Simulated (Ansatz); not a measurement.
`C/C=[CH]/[AlH2]` + `[CH2]1[NH][AlH]1` → `[AlH2][N]1[CH2][AlH]1` + propene at 700 K and 1 bar (ligand exchange at the Al–C bond).

Gas-phase electronic energies from Ansatz, PBE0-D4/def2-TZVP geometries. CBS: MP2 limit from def2 TZ/QZ plus the TZ coupled-cluster correction, frozen cores.

```
                species  CCSD(T)/CBS energy (Eh)  H − E (kJ/mol)  S (J/(mol·K))
      `C/C=[CH]/[AlH2]`               -360.34981           291.9          433.3
     `[CH2]1[NH][AlH]1`               -337.12157           175.3          344.6
`[AlH2][N]1[CH2][AlH]1`               -579.76217           207.4          436.4
                 `C=CC`               -117.74610           260.0          340.6
```

H − E and S are ideal-gas, rigid-rotor, harmonic terms from PBE0-D4/def2-TZVP. 1 Eh = 2625.50 kJ/mol, R = 8.31446 J/(mol·K).

Problem. By hand: ΔE, ΔH, ΔS and ΔG.

Solution. ΔE = (-579.76217) + (-117.74610) − (-360.34981) − (-337.12157) = -0.03689 Eh = -96.9 kJ/mol. Δ(H − E) = 207.4 + 260.0 − 291.9 − 175.3 = 0.2, so ΔH = -96.7 kJ/mol. ΔS = 436.4 + 340.6 − 433.3 − 344.6 = -0.9 J/(mol·K). ΔG = -96.7 − 700 × (-0.9)/1000 = -96.1 kJ/mol.

Problem. By hand: the equilibrium constant, and the temperature at which ΔG would vanish if ΔH and ΔS stayed fixed.

Solution. log₁₀ K = −ΔG/(RT ln 10) = 7.2. ΔG = 0 at ΔH/ΔS = 107444 K, far beyond where these terms or the molecules hold.

The number of gas molecules stays the same, so ΔS is small and ΔH decides. A doubt of 5 kJ/mol in ΔE shifts log₁₀ K by 0.4 here. These are equilibria of isolated gas molecules and say nothing of rates. Largest T1 diagnostic: 0.015 (customary marks: 0.02 for closed shells, 0.045 for open ones).
